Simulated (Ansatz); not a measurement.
A nudged elastic band was laid between two geometries of FH3O3Ti + H3P (12 atoms, charge 0, multiplicity 1).

Level of theory: RKS PBE/def2-SVP in Ansatz.

```json
{
 "movable images": "5",
 "climbing image": "yes",
 "spring": "5.0 eV/Å²",
 "optimiser": "quadratic models (default)",
 "start path": "through a guess of the saddle point",
 "force threshold": "0.03 eV/Å",
 "iteration limit": "60",
 "end points": "relaxed"
}
```

Initial state:

```xyz
12
Properties=species:S:1:pos:R:3
Ti -0.078 -0.269 -0.071
F -0.225 -0.226 1.698
O 1.649 -0.460 -0.547
H 2.117 -1.286 -0.762
O -0.691 1.274 -0.779
H -1.615 1.480 -1.004
O -1.059 -1.659 -0.619
H -1.601 -2.343 -0.194
P 2.031 2.861 1.603
H 2.682 1.845 0.815
H 0.997 3.033 0.614
H 1.255 1.876 2.313
```

Final state:

```xyz
12
Properties=species:S:1:pos:R:3
Ti 0.109 0.395 -0.577
F 1.121 -1.105 1.932
O 1.527 -0.664 -0.854
H 1.764 -1.190 -0.056
O -0.430 1.252 -2.057
H -1.328 1.561 -2.276
O -1.169 -0.319 0.449
H -0.844 -0.889 1.181
P 1.138 1.799 1.231
H 2.124 2.601 0.570
H 0.177 2.826 1.503
H 1.271 -0.140 2.019
```

(1) Which bonds break or form, and what moves?

(2) What energy profile does the band end with?

(3) What is the geometry of the highest image?

(4) What are the harmonic wavenumbers there?

Answers

(1) Bonds broken: Ti1–F2, P9–H12. Bonds formed: Ti1–P9, F2–H12. FH3O3Ti + H3P becomes FH + H5O3PTi.

(2) The run converged. The highest image is number 3 of 0 to 6, 32.1 kcal/mol above the first end and 5.6 kcal/mol above the last; the last end lies 26.5 kcal/mol above the first. A vibrational analysis at the climbing image gives one clearly imaginary mode, 379i cm⁻¹: a first-order saddle point. The orbitals stay closed-shell, which can raise the energy where a bond breaks towards radicals; this wasn't checked here.

```csv
image,path coordinate (Å),energy (kcal/mol),Ti1–F2 (Å),P9–H12 (Å),Ti1–P9 (Å)
0,0.00,0.0,1.78,1.44,4.13
1,1.91,0.3,1.78,1.44,4.43
2,3.82,5.5,1.79,1.44,3.91
3,5.74,32.1,2.15,1.74,2.78
4,6.44,29.6,2.51,2.01,2.60
5,7.14,27.5,2.88,2.11,2.52
6,7.84,26.5,3.09,2.10,2.51
```

(3) 
```xyz
12
Properties=species:S:1:pos:R:3:forces:R:3
Ti 0.340 0.203 -0.184 -0.01 0.00 -0.01
F 0.873 -0.720 1.687 0.00 -0.01 0.00
O 1.644 -0.803 -0.900 0.01 0.00 -0.02
H 1.941 -1.609 -0.436 -0.01 0.00 0.01
O -0.046 1.402 -1.452 -0.01 0.00 0.02
H -0.806 1.996 -1.584 0.01 0.00 -0.01
O -1.266 -0.549 0.143 0.01 0.00 0.01
H -1.266 -1.264 0.810 -0.01 0.00 0.00
P 1.188 2.129 1.628 0.00 0.00 0.00
H 1.881 2.364 0.389 0.00 0.00 0.00
H -0.088 2.569 1.128 0.00 0.00 0.00
H 1.066 0.407 1.837 0.00 0.00 0.00
```

(4) 379i, 51, 121, 144, 165, 189, 201, 221, 238, 302, 344, 375, 401, 412, 418, 467, 556, 583, 702, 732, 770, 901, 1008, 1023, 1408, 2326, 2348, 3710, 3727, 3772 cm⁻¹.

Run time: 6.7 min on 4 threads of Arm Neoverse V2 (shared host), peak memory 0.22 GiB.
